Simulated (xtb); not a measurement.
xtb job for W(O)2(OH) (HO3W), SMILES [O]=[W](=[O])[OH] (connectivity only; charge and spin as stated), neutral, multiplicity 2, GFN2-xTB. 

```
$ xtb mol.xyz --gfn 2 --sp --chrg 0 --uhf 1 --json
$ cat mol.xyz
5

W      0.00000000     0.00000000     0.02588229
O     -0.00000000     1.42733698     0.93998490
O     -0.00000000    -1.42733699     0.93998489
O     -0.00000000     0.00000001    -1.77630443
H     -0.00000000     0.00000000    -2.74461217
```

Program output:

```
[banner left out]
          |                Calculation Setup                |
           -------------------------------------------------



           -------------------------------------------------
          |                 G F N 2 - x T B                 |
           -------------------------------------------------

        Reference                      10.1021/acs.jctc.8b01176
      * Hamiltonian:
        H0-scaling (s, p, d)           1.850000    2.230000    2.230000
        zeta-weighting                 0.500000
      * Dispersion:
        s8                             2.700000
        a1                             0.520000
        a2                             5.000000
        s9                             5.000000
      * Repulsion:
        kExp                           1.500000    1.000000
        rExp                           1.000000
      * Coulomb:
        alpha                          2.000000
        third order                    shell-resolved
        anisotropic                    true
        a3                             3.000000
        a5                             4.000000
        cn-shift                       1.200000
        cn-exp                         4.000000
        max-rad                        5.000000


          ...................................................
          :                      SETUP                      :
          :.................................................:
          :  # basis functions                  23          :
          :  # atomic orbitals                  22          :
          :  # shells                           10          :
          :  # electrons                        25          :
          :  max. iterations                   250          :
          :  Hamiltonian                  GFN2-xTB          :
          :  restarted?                      false          :
          :  GBSA solvation                  false          :
          :  PC potential                    false          :
          :  electronic temp.          300.0000000     K    :
          :  accuracy                    1.0000000          :
          :  -> integral cutoff          0.2500000E+02      :
          :  -> integral neglect         0.1000000E-07      :
          :  -> SCF convergence          0.1000000E-05 Eh   :
          :  -> wf. convergence          0.1000000E-03 e    :
          :  Broyden damping             0.4000000          :
          :  net charge                          0          :
          :  unpaired electrons                  1          :
          ...................................................

 iter      E             dE          RMSdq      gap      omega  full diag
   1      0.3868636  0.386864E+00  0.424E+01    1.24       0.0  T
   2     -7.6214577 -0.800832E+01  0.333E+01   13.04       1.0  T
   3    -12.3106098 -0.468915E+01  0.526E+01    0.10       1.0  T
   4    -12.5097771 -0.199167E+00  0.277E+01    0.74       1.0  T
   5    -12.6859821 -0.176205E+00  0.265E+01    0.49       1.0  T
   6    -13.6938737 -0.100789E+01  0.165E+01    0.08       1.0  T
   7    -14.2649297 -0.571056E+00  0.161E+01    0.31       1.0  T
   8    -14.2334242  0.315055E-01  0.173E+01    0.27       1.0  T
   9     -0.5350236  0.136984E+02  0.884E+01    0.82       1.0  T
  10     -5.8996760 -0.536465E+01  0.663E+01    0.60       1.0  T
  11     -7.9379195 -0.203824E+01  0.562E+01    0.08       1.0  T
  12    -15.0731242 -0.713520E+01  0.151E+01    2.02       1.0  T
  13    -15.0270092  0.461149E-01  0.140E+01    1.93       1.0  T
  14    -15.1218397 -0.948304E-01  0.974E+00    2.40       1.0  T
  15    -15.0753017  0.465379E-01  0.926E+00    2.35       1.0  T
  16    -15.1096528 -0.343511E-01  0.742E+00    2.48       1.0  T
  17    -15.0953076  0.143453E-01  0.714E+00    2.49       1.0  T
  18    -15.0974910 -0.218342E-02  0.693E+00    2.49       1.0  T
  19    -15.1280762 -0.305852E-01  0.656E+00    2.52       1.0  T
  20    -15.1243793  0.369689E-02  0.664E+00    2.51       1.0  T
  21    -15.1528697 -0.284903E-01  0.516E+00    2.59       1.0  T
  22    -15.1552207 -0.235104E-02  0.485E+00    2.60       1.0  T
  23    -15.1591536 -0.393286E-02  0.442E+00    2.61       1.0  T
  24    -15.1609986 -0.184499E-02  0.421E+00    2.62       1.0  T
  25    -15.1660412 -0.504261E-02  0.356E+00    2.63       1.0  T
  26    -15.1741902 -0.814906E-02  0.237E+00    2.66       1.0  T
  27    -15.1793529 -0.516265E-02  0.131E+00    2.68       1.0  T
  28    -15.1805149 -0.116199E-02  0.931E-01    2.69       1.0  T
  29    -15.1815172 -0.100230E-02  0.377E-01    2.70       1.0  T
  30    -15.1817040 -0.186845E-03  0.107E-01    2.70       1.0  T
  31    -15.1817167 -0.126980E-04  0.332E-02    2.70       1.3  T
  32    -15.1817171 -0.383112E-06  0.972E-03    2.71       4.6  T
  33    -15.1817173 -0.169240E-06  0.143E-02    2.71       3.1  T
  34    -15.1817173 -0.429739E-07  0.976E-03    2.71       4.6  T
  35    -15.1817174 -0.604305E-07  0.415E-03    2.71      10.8  T
  36    -15.1817174 -0.188381E-07  0.882E-04    2.71      50.7  T
  37    -15.1817174 -0.664709E-09  0.434E-04    2.71     103.0  T

   *** convergence criteria satisfied after 37 iterations ***

         #    Occupation            Energy/Eh            Energy/eV
      -------------------------------------------------------------
         1        2.0000           -0.7908631             -21.5205
       ...           ...                  ...                  ...
         7        2.0000           -0.4806073             -13.0780
         8        2.0000           -0.4748268             -12.9207
         9        2.0000           -0.4523438             -12.3089
        10        2.0000           -0.4506400             -12.2625
        11        2.0000           -0.4418946             -12.0246
        12        2.0000           -0.4281929             -11.6517
        13        1.0000           -0.3886664             -10.5761 (HOMO)
        14                         -0.2892355              -7.8705 (LUMO)
        15                         -0.2571591              -6.9977
        16                         -0.1471482              -4.0041
        17                         -0.1466673              -3.9910
        18                         -0.1335104              -3.6330
       ...                                ...                  ...
        22                          0.4514885              12.2856
      -------------------------------------------------------------
                  HL-Gap            0.0994308 Eh            2.7057 eV
             Fermi-level           -0.3736903 Eh          -10.1686 eV

 SCC (total)                   0 d,  0 h,  0 min,  0.007 sec
 SCC setup                      ...        0 min,  0.000 sec (  0.831%)
 Dispersion                     ...        0 min,  0.000 sec (  0.396%)
 classical contributions        ...        0 min,  0.000 sec (  0.182%)
 integral evaluation            ...        0 min,  0.000 sec (  5.653%)
 iterations                     ...        0 min,  0.006 sec ( 84.562%)
 molecular gradient             ...        0 min,  0.001 sec (  7.569%)
 printout                       ...        0 min,  0.000 sec (  0.668%)

         :::::::::::::::::::::::::::::::::::::::::::::::::::::
         ::                     SUMMARY                     ::
         :::::::::::::::::::::::::::::::::::::::::::::::::::::
         :: total energy             -15.117395176066 Eh    ::
         :: gradient norm              0.000124938767 Eh/a0 ::
         :: HOMO-LUMO gap              2.705651122904 eV    ::
         ::.................................................::
         :: SCC energy               -15.181716938905 Eh    ::
         :: -> isotropic ES            0.017179011766 Eh    ::
         :: -> anisotropic ES          0.006609173749 Eh    ::
         :: -> anisotropic XC         -0.000180859358 Eh    ::
         :: -> dispersion             -0.002470602802 Eh    ::
         :: repulsion energy           0.064321762838 Eh    ::
         :: add. restraining           0.000000000000 Eh    ::
         :: total charge               0.000000000000 e     ::
         :::::::::::::::::::::::::::::::::::::::::::::::::::::

           -------------------------------------------------
          |                Property Printout                |
           -------------------------------------------------

    * Orbital Energies and Occupations

         #    Occupation            Energy/Eh            Energy/eV
      -------------------------------------------------------------
         1        2.0000           -0.7908631             -21.5205
         2        2.0000           -0.7165186             -19.4975
         3        2.0000           -0.6804290             -18.5154
         4        2.0000           -0.6246411             -16.9973
         5        2.0000           -0.5589046             -15.2086
         6        2.0000           -0.5411042             -14.7242
         7        2.0000           -0.4806073             -13.0780
         8        2.0000           -0.4748268             -12.9207
         9        2.0000           -0.4523438             -12.3089
        10        2.0000           -0.4506400             -12.2625
        11        2.0000           -0.4418946             -12.0246
        12        2.0000           -0.4281929             -11.6517
        13        1.0000           -0.3886664             -10.5761 (HOMO)
        14                         -0.2892355              -7.8705 (LUMO)
        15                         -0.2571591              -6.9977
        16                         -0.1471482              -4.0041
        17                         -0.1466673              -3.9910
        18                         -0.1335104              -3.6330
        19                         -0.0181282              -0.4933
        20                          0.1993576               5.4248
        21                          0.3648383               9.9278
        22                          0.4514885              12.2856
      -------------------------------------------------------------
                  HL-Gap            0.0994308 Eh            2.7057 eV
             Fermi-level           -0.3736903 Eh          -10.1686 eV

     #   Z          covCN         q      C6AA      α(0)
     1  74 W        2.489     0.980   402.018    44.222
     2   8 O        0.830    -0.452    22.753     6.395
     3   8 O        0.830    -0.452    22.753     6.395
     4   8 O        1.633    -0.425    21.355     6.238
     5   1 H        0.805     0.348     0.592     1.209

 Mol. C6AA /au·bohr⁶  :       1183.518397
 Mol. C8AA /au·bohr⁸  :     100628.498294
 Mol. α(0) /au        :         64.457697


Wiberg/Mayer (AO) data.
largest (>0.10) Wiberg bond orders for each atom

 ---------------------------------------------------------------------------
     #   Z sym  total        # sym  WBO       # sym  WBO       # sym  WBO
 ---------------------------------------------------------------------------
     1  74 W    5.851 --     3 O    2.205     2 O    2.205     4 O    1.397
     2   8 O    2.401 --     1 W    2.205     3 O    0.123
     3   8 O    2.401 --     1 W    2.205     2 O    0.123
     4   8 O    2.362 --     1 W    1.397     5 H    0.827
     5   1 H    0.879 --     4 O    0.827
 ---------------------------------------------------------------------------

Topologies differ in total number of bonds
Writing topology from bond orders to xtbtopo.mol

molecular dipole:
                 x           y           z       tot (Debye)
 q only:        0.000      -0.000      -1.936
   full:       -0.000      -0.000      -2.920       7.421
molecular quadrupole (traceless):
                xx          xy          yy          xz          yz          zz
 q only:        2.420       0.000      -7.436       0.000      -0.000       5.016
Note: The following floating-point exceptions are signalling: IEEE_UNDERFLOW_FLAG IEEE_DENORMAL
normal termination of xtb
  q+dip:        1.453       0.000      -8.161      -0.000      -0.000       6.708
   full:        1.563      -0.000      -8.440       0.000      -0.000       6.876


           -------------------------------------------------
          | TOTAL ENERGY              -15.117395176066 Eh   |
          | GRADIENT NORM               0.000124938767 Eh/α |
          | HOMO-LUMO GAP               2.705651122904 eV   |
           -------------------------------------------------

------------------------------------------------------------------------
------------------------------------------------------------------------
 total:
 SCF:
```

Self-consistency was reached.

Cost: very roughly 0.020 core-seconds.
